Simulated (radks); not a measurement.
The xenon ion Xe4+, configuration [Kr] 4d10 5s2 5p2 (the NIST ground configuration).

Calculated with a radial shooting solver on a logarithmic mesh with Libxc functionals: non-relativistic Kohn-Sham, TPSS, spin-unpolarised, spherical densities, point nucleus; meta-GGA in the generalised Kohn-Sham scheme; relativity is left out, which matters for an element this heavy.

Energy parts (hartree):
part                        energy
total                  -7230.45768
kinetic                 7227.97594
electron-nucleus      -17070.87003
Hartree                 2792.27889
exchange-correlation    -179.84248

Orbitals (lengths in bohr, moments of r in powers of bohr):
orbital  occ.  eigenvalue (hartree)     <r^2>
1s          2             -1212.838  0.001058
2s          2             -185.3930   0.01718
2p          6             -174.4702   0.01289
3s          2             -39.29616    0.1168
3p          6             -34.67211    0.1116
3d         10             -26.11130   0.09338
4s          2              -8.45466    0.6273
4p          6              -6.80987    0.6852
4d         10              -3.98851    0.8695
5s          2              -2.18216     3.507
5p          2              -1.74508     4.300
4f          0              -1.02445     3.002
6s          0              -0.90974     14.37

The highest occupied level is 5p at -47.486 eV. Virial ratio -V/T = 2.00034. The density falls to 0.001 e/bohr^3 at r = 3.46 bohr. The electron density at the nucleus is 1.113e+05 e/bohr^3. For comparison, the ionisation energy in NIST's Atomic Spectra Database is 54.1 eV (semi-empirical). In exact Kohn-Sham theory the highest level is minus the ionisation energy, but local and semilocal functionals leave it too shallow, through self-interaction and a potential that decays too fast; potentials with the right tail come closer.

Beside tabulated values, note that spin-unpolarised runs miss the spin-polarisation part of the exchange energy of open shells.
